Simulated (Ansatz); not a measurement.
Steps of a relaxation of C₂H₆BN, SMILES `[BH3-][N+]#CC` with RKS PBE0-D4/def2-TZVP.

```sh
$ ansatz run in.yaml --threads 2 --pin off --events-out ev --progress --plain --max-ram 32768MiB --backend cpu
```

```yaml
crystal:
  periodic: [false, false, false]
  atoms:
    - {symbol: B, position_ang: [-1.048306, 1.303228, -1.230158]}
    - {symbol: N, position_ang: [-0.283256, 0.349402, -0.333456]}
    - {symbol: C, position_ang: [0.307406, -0.383362, 0.355361]}
    - {symbol: C, position_ang: [1.047026, -1.291640, 1.210242]}
    - {symbol: H, position_ang: [-1.652035, 0.606928, -2.048937]}
    - {symbol: H, position_ang: [-1.813874, 1.934834, -0.498948]}
    - {symbol: H, position_ang: [-0.207569, 2.029533, -1.764629]}
    - {symbol: H, position_ang: [2.044568, -1.504172, 0.774803]}
    - {symbol: H, position_ang: [1.188930, -0.846133, 2.215824]}
    - {symbol: H, position_ang: [0.500109, -2.249718, 1.322898]}
basis:
  gaussian: {orbitals: def2-TZVP}
hamiltonian: {xc: pbe0, dispersion: d4}
relax: {f_tol: 0.005, max_steps: 150}
```

Positions (Å) and forces (eV/Å) along the path, 14 of 18 steps:

```xyz
10
step=1 energy=-4333.4792 eV
B    -1.048    1.303   -1.230   -0.333    0.418   -0.393
N    -0.283    0.349   -0.333    1.535   -1.907    1.792
C     0.307   -0.383    0.355   -1.251    1.562   -1.467
C     1.047   -1.292    1.210    0.199   -0.243    0.229
H    -1.652    0.607   -2.049    0.226    0.212    0.305
H    -1.814    1.935   -0.499    0.283   -0.242   -0.225
H    -0.208    2.030   -1.765   -0.268   -0.274    0.206
H     2.045   -1.504    0.775   -0.516    0.144    0.174
H     1.189   -0.846    2.216   -0.103   -0.176   -0.526
H     0.500   -2.250    1.323    0.230    0.506   -0.095
10
step=2 energy=-4333.5439 eV
B    -1.042    1.296   -1.223   -0.176    0.220   -0.207
N    -0.274    0.340   -0.324    0.022   -0.030    0.027
C     0.304   -0.377    0.350    0.129   -0.148    0.141
C     1.040   -1.282    1.201    0.070   -0.090    0.085
H    -1.636    0.600   -2.027    0.070    0.076    0.096
H    -1.795    1.916   -0.493    0.090   -0.074   -0.080
H    -0.205    2.009   -1.748   -0.094   -0.085    0.063
H     2.025   -1.488    0.767   -0.154    0.040    0.057
H     1.175   -0.837    2.194   -0.029   -0.057   -0.156
H     0.494   -2.227    1.307    0.073    0.150   -0.026
10
step=3 energy=-4333.5480 eV
B    -1.044    1.298   -1.226   -0.075    0.092   -0.086
N    -0.273    0.338   -0.323    0.047   -0.061    0.056
C     0.306   -0.379    0.352    0.017   -0.011    0.012
C     1.041   -1.283    1.203    0.000   -0.005    0.004
H    -1.635    0.604   -2.023    0.003   -0.007    0.004
H    -1.791    1.914   -0.497    0.003   -0.004    0.007
H    -0.211    2.006   -1.748    0.006   -0.004    0.003
H     2.022   -1.486    0.770    0.007    0.001   -0.005
H     1.173   -0.839    2.191   -0.001    0.006    0.007
H     0.496   -2.223    1.305   -0.007   -0.006   -0.002
10
step=4 energy=-4333.5485 eV
B    -1.047    1.301   -1.228   -0.021    0.026   -0.024
N    -0.271    0.337   -0.322    0.008   -0.012    0.010
C     0.308   -0.380    0.353    0.004    0.003   -0.002
C     1.042   -1.285    1.204   -0.001   -0.003    0.002
H    -1.638    0.605   -2.024    0.001   -0.007    0.001
H    -1.791    1.916   -0.498    0.001   -0.002    0.007
H    -0.212    2.007   -1.751    0.006   -0.002    0.001
H     2.023   -1.486    0.772    0.006   -0.001   -0.002
H     1.172   -0.841    2.192    0.000    0.003    0.006
H     0.497   -2.225    1.305   -0.004   -0.006    0.000
10
step=5 energy=-4333.5486 eV
B    -1.048    1.303   -1.230    0.001   -0.003    0.003
N    -0.271    0.337   -0.322    0.001   -0.003    0.002
C     0.308   -0.380    0.353    0.001    0.006   -0.004
C     1.042   -1.285    1.204   -0.001   -0.002    0.001
H    -1.639    0.604   -2.022   -0.002    0.001   -0.001
H    -1.790    1.917   -0.496   -0.001    0.002    0.000
H    -0.211    2.006   -1.752   -0.001    0.001   -0.002
H     2.024   -1.485    0.773    0.001    0.000    0.000
H     1.170   -0.842    2.193    0.000    0.000    0.001
H     0.498   -2.226    1.303    0.000   -0.001    0.000
10
step=7 energy=-4333.5487 eV
B    -1.048    1.302   -1.230   -0.002    0.005   -0.005
N    -0.265    0.340   -0.324    0.004    0.002    0.000
C     0.315   -0.376    0.350   -0.009   -0.010    0.007
C     1.042   -1.285    1.204    0.010   -0.001    0.004
H    -1.665    0.600   -2.000    0.003    0.005    0.005
H    -1.768    1.937   -0.490    0.004   -0.002   -0.005
H    -0.214    1.988   -1.780   -0.005   -0.004    0.003
H     2.039   -1.462    0.796   -0.013    0.002    0.006
H     1.137   -0.858    2.205   -0.002   -0.007   -0.015
H     0.510   -2.236    1.271    0.009    0.011   -0.001
10
step=8 energy=-4333.5487 eV
B    -1.048    1.302   -1.230    0.000    0.002   -0.003
N    -0.265    0.340   -0.324    0.001    0.005   -0.003
C     0.315   -0.377    0.351   -0.008   -0.010    0.007
C     1.042   -1.285    1.204    0.008    0.000    0.003
H    -1.670    0.600   -1.996    0.003    0.003    0.004
H    -1.763    1.941   -0.489    0.003   -0.002   -0.003
H    -0.214    1.984   -1.785   -0.003   -0.004    0.002
H     2.041   -1.456    0.800   -0.009    0.002    0.004
H     1.131   -0.862    2.207   -0.002   -0.005   -0.010
H     0.514   -2.239    1.265    0.006    0.008   -0.001
10
step=9 energy=-4333.5488 eV
B    -1.048    1.303   -1.230   -0.007    0.009   -0.006
N    -0.268    0.338   -0.323   -0.002    0.007   -0.005
C     0.312   -0.378    0.352   -0.001   -0.006    0.002
C     1.042   -1.285    1.204    0.026   -0.037    0.028
H    -1.716    0.600   -1.958    0.013    0.018    0.015
H    -1.719    1.984   -0.484    0.016   -0.015   -0.021
H    -0.209    1.941   -1.828   -0.021   -0.014    0.012
H     2.064   -1.400    0.834   -0.058    0.006    0.024
H     1.072   -0.892    2.223    0.001   -0.026   -0.051
H     0.552   -2.262    1.212    0.032    0.057    0.002
10
step=10 energy=-4333.5489 eV
B    -1.048    1.303   -1.230   -0.004    0.005   -0.004
N    -0.268    0.338   -0.323    0.000    0.004   -0.002
C     0.312   -0.378    0.352   -0.004   -0.002    0.000
C     1.042   -1.285    1.204    0.012   -0.014    0.012
H    -1.706    0.601   -1.966    0.006    0.006    0.008
H    -1.728    1.975   -0.486    0.008   -0.007   -0.007
H    -0.210    1.951   -1.818   -0.008   -0.007    0.006
H     2.059   -1.412    0.827   -0.022    0.003    0.009
H     1.085   -0.886    2.220   -0.001   -0.009   -0.021
H     0.545   -2.257    1.224    0.012    0.021    0.000
10
step=11 energy=-4333.5490 eV
B    -1.048    1.303   -1.230   -0.001    0.000   -0.001
N    -0.269    0.338   -0.322   -0.003    0.006   -0.005
C     0.311   -0.379    0.352   -0.001   -0.002    0.001
C     1.042   -1.285    1.204    0.005   -0.004    0.006
H    -1.713    0.602   -1.960    0.004    0.002    0.005
H    -1.721    1.982   -0.486    0.004   -0.004   -0.002
H    -0.210    1.944   -1.825   -0.003   -0.004    0.003
H     2.062   -1.403    0.833   -0.007    0.002    0.002
H     1.077   -0.892    2.222   -0.001   -0.003   -0.009
H     0.552   -2.261    1.216    0.003    0.006   -0.001
10
step=13 energy=-4333.5485 eV rejected
B    -1.048    1.303   -1.230   -0.009    0.010   -0.008
N    -0.272    0.337   -0.321   -0.011    0.006   -0.007
C     0.306   -0.382    0.354    0.016    0.000    0.001
C     1.042   -1.285    1.204    0.036   -0.054    0.043
H    -1.782    0.606   -1.899    0.025    0.029    0.022
H    -1.650    2.045   -0.482    0.021   -0.026   -0.031
H    -0.207    1.877   -1.890   -0.035   -0.019    0.022
H     2.090   -1.317    0.891   -0.103   -0.003    0.039
H     0.988   -0.943    2.242    0.011   -0.041   -0.094
H     0.616   -2.291    1.135    0.049    0.098    0.012
10
step=15 energy=-4333.5491 eV
B    -1.048    1.303   -1.230   -0.001    0.000    0.000
N    -0.270    0.338   -0.322    0.000    0.000    0.000
C     0.310   -0.380    0.352    0.001    0.000    0.000
C     1.042   -1.285    1.204   -0.001    0.001   -0.001
H    -1.733    0.603   -1.942    0.000    0.000    0.001
H    -1.700    2.000   -0.485    0.001    0.000    0.000
H    -0.209    1.924   -1.844    0.000    0.000    0.000
H     2.070   -1.378    0.850    0.000    0.000    0.001
H     1.050   -0.907    2.228    0.000    0.000    0.001
H     0.571   -2.269    1.192    0.000    0.000    0.000
10
step=16 energy=-4333.5491 eV
B    -1.048    1.303   -1.230   -0.002    0.002   -0.002
N    -0.270    0.338   -0.322    0.000   -0.001    0.001
C     0.309   -0.380    0.353    0.004    0.001   -0.001
C     1.042   -1.285    1.204   -0.001   -0.001    0.001
H    -1.749    0.604   -1.928    0.002    0.002    0.002
H    -1.684    2.014   -0.484    0.002   -0.002   -0.002
H    -0.209    1.909   -1.859   -0.003   -0.002    0.001
H     2.076   -1.359    0.863   -0.003    0.000    0.002
H     1.030   -0.919    2.232    0.000   -0.002   -0.002
H     0.585   -2.276    1.174    0.002    0.003    0.000
10
step=18 energy=-4333.5492 eV
B    -1.048    1.302   -1.230   -0.003    0.003   -0.003
N    -0.270    0.338   -0.322    0.001   -0.003    0.002
C     0.309   -0.380    0.352    0.002    0.002   -0.002
C     1.042   -1.285    1.204   -0.002    0.000    0.000
H    -1.756    0.604   -1.921    0.001    0.001    0.002
H    -1.676    2.020   -0.483    0.002   -0.001   -0.002
H    -0.209    1.902   -1.866   -0.002   -0.002    0.001
H     2.079   -1.350    0.870    0.000    0.000    0.001
H     1.021   -0.925    2.234    0.000   -0.001    0.000
H     0.591   -2.278    1.165    0.001    0.000    0.000
```

Run time 64 s (2 threads of a server CPU on a shared host); peak host memory 0.33 GiB.
